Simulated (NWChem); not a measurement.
System meant: C2H3ClOSi; SMILES C#C[Si@@H](O)Cl

NWChem input:

```
start job
memory heap 200 mb stack 900 mb global 1100 mb
geometry units angstroms noautoz
  C      0.781220     2.608036    -0.232505
  C      0.299366     1.521431     0.028375
  Si    -0.450942    -0.096581     0.434009
  O     -1.857269    -0.320475    -0.395900
  Cl     0.940482    -1.542957    -0.055069
  H      1.211723     3.567528    -0.461444
  H     -0.779412    -0.209503     1.868545
  H     -1.843793    -0.157922    -1.344370
end
basis spherical
  C library def2-svp
  Si library def2-svp
  O library def2-svp
  Cl library def2-svp
  H library def2-svp
end
dft
  odft
  mult 2
  xc b3lyp
  iterations 150
  mulliken
end
task dft energy
```

End of the output:

```
 Summary of "ao basis" -> "" (spherical)
 ------------------------------------------------------------------------------
       Tag                 Description            Shells   Functions and Types
 ---------------- ------------------------------  ------  ---------------------
 C                          def2-svp                 6       14   3s2p1d
 Si                         def2-svp                 8       18   4s3p1d
 O                          def2-svp                 6       14   3s2p1d
 Cl                         def2-svp                 8       18   4s3p1d
 H                          def2-svp                 3        5   2s1p

                                 NWChem DFT Module
                                 -----------------

 Summary of "ao basis" -> "ao basis" (spherical)
 ------------------------------------------------------------------------------
       Tag                 Description            Shells   Functions and Types
 ---------------- ------------------------------  ------  ---------------------
 C                          def2-svp                 6       14   3s2p1d
 Si                         def2-svp                 8       18   4s3p1d
 O                          def2-svp                 6       14   3s2p1d
 Cl                         def2-svp                 8       18   4s3p1d
 H                          def2-svp                 3        5   2s1p

  number of electrons :                   54
  multiplicity        :                    2
 ------------------------------------------------------------------------
  no. of electrons and multiplicity not compatible                  54
 ------------------------------------------------------------------------
 ------------------------------------------------------------------------
  current input line :
    27: task dft energy
 ------------------------------------------------------------------------
 ------------------------------------------------------------------------
 There is an error in the input file
 ------------------------------------------------------------------------
 For more information see the NWChem manual at https://nwchemgit.github.io

0: no. of electrons and multiplicity not compatible:Received an Error in Communication
```

Task: Find the fault in this run and fix the input.

Result: The input was rejected before any calculation. Cause: the multiplicity doesn't fit the number of electrons (an even count wants an odd multiplicity, and the reverse). This input runs:
```
start job
memory heap 200 mb stack 900 mb global 1100 mb
geometry units angstroms noautoz
  C      0.781220     2.608036    -0.232505
  C      0.299366     1.521431     0.028375
  Si    -0.450942    -0.096581     0.434009
  O     -1.857269    -0.320475    -0.395900
  Cl     0.940482    -1.542957    -0.055069
  H      1.211723     3.567528    -0.461444
  H     -0.779412    -0.209503     1.868545
  H     -1.843793    -0.157922    -1.344370
end
basis spherical
  C library def2-svp
  Si library def2-svp
  O library def2-svp
  Cl library def2-svp
  H library def2-svp
end
dft
  xc b3lyp
  iterations 150
  mulliken
end
task dft energy
```
It converges to -902.64662 Ha (B3LYP/def2-SVP).
